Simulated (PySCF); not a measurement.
A calculated (PW91, PySCF 2.14, x2c-TZVPPall with one added diffuse shell each of s, p, d, f type, scalar relativity by spin-free X2C-1e) atom or ion has these occupied shells.

| shell | electrons | orbital energy (eV) | rms radius, mean of both spins (bohr) |
| --- | --- | --- | --- |
| 1s α | 1 | -4395.8 | 0.0844 |
| 1s β | 1 | -4395.8 | 0.0844 |
| 2s α | 1 | -473.80 | 0.373 |
| 2s β | 1 | -473.63 | 0.373 |
| 2p α | 3 | -387.95 | 0.342 |
| 2p β | 3 | -387.81 | 0.342 |
| 3s α | 1 | -54.655 | 1.16 |
| 3s β | 1 | -54.018 | 1.16 |
| 3p α | 3 | -33.304 | 1.27 |
| 3p β | 3 | -32.659 | 1.27 |
| 4s α | 1 | -4.194 | 3.92 |
| 4s β | 1 | -3.973 | 3.92 |
| 3d α | 1 | -3.503 | 2.23 |

(1) Name the element and its charge.

Answers

(1) Sc (scandium, neutral), in [Ar] 3d1 4s2, 2D determinant.
